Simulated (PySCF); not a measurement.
[ReF3]+, quartet: computed properties

All numbers come from UPBE0 in PySCF with Re def2-SVP with ECP60, F def2-SVP; scalar-relativistic core potentials, no spin–orbit coupling; density-fitted integrals.

The structure is a minimum.

* Point group: D3h
* Bond lengths: Re–F 1.796 Å (×3)
* Bond angles: F–Re–F 120.0° (×3)
* Heat capacity Cp at 298.15 K: 64.9 J/(mol K)
* Rotational symmetry number: 6
* Principal quadrupole moments (Buckingham, traceless) about the centre of mass: -1.54, -1.54, 3.08 D Å
* Lowest empty level (β): -11.11 eV
* Zero-point energy: 17.5 kJ/mol
* Dipole moment about the centre of mass: 0.00 D
* Highest occupied level (α): -15.82 eV
* Spin squared ⟨S²⟩: 3.759
* Rotational constants: 0.1835, 0.1835, 0.09173 cm⁻¹
* Enthalpy at 298.15 K above 0 K: 15.28 kJ/mol
* Entropy at 298.15 K and 1 bar (electronic part: spin only): 314.5 J/(mol K)
* Principal polarisabilities: 17.9, 28.9, 28.9 bohr³

Harmonic modes (masses in u: Re 186.956, F 18.998):
| symmetry | ω (cm⁻¹) | IR (km/mol, summed over degenerate members) |
| --- | --- | --- |
| a2'' | 154 | 15.8 |
| e' | 184 | 8.9 |
| a1' | 796 | 0.0 |
| e' | 806 | 220 |

In D3h the vibrations span a2'' + 2e' + a1'. The a1' mode carries no infrared intensity, as symmetry demands.

Charges (e):
```tsv
atom	Mulliken	Löwdin	polar tensor	spin (Mulliken)	Mayer order to Re1
Re1	1.58	0.98	2.38	2.82	–
F2,3,4	-0.19	0.01	-0.46	0.06	1.23
```

Mulliken populations on Re1 (electrons outside its core potential): s 2.47, p 6.23, d 4.58, f 0.14.

Formally Re is in oxidation state +4, d3, with 3 unpaired electrons (the high-spin count). The Mulliken spin on Re is 2.82. The polar-tensor charge on Re, 2.38, is far below the formal one.

Only a few start shapes were tried, so a lower isomer may exist. With open d or f shells other occupations or spin states may lie lower. With an element this heavy the missing spin–orbit coupling can shift these numbers.

The final relaxation and frequency run took 38 s on 2 threads of a shared Arm Neoverse N1 host, with 74 basis functions and 6 gradients; the process peaked at 0.9 GiB. Launch command: `OMP_NUM_THREADS=2 python axn.py task.json out`.
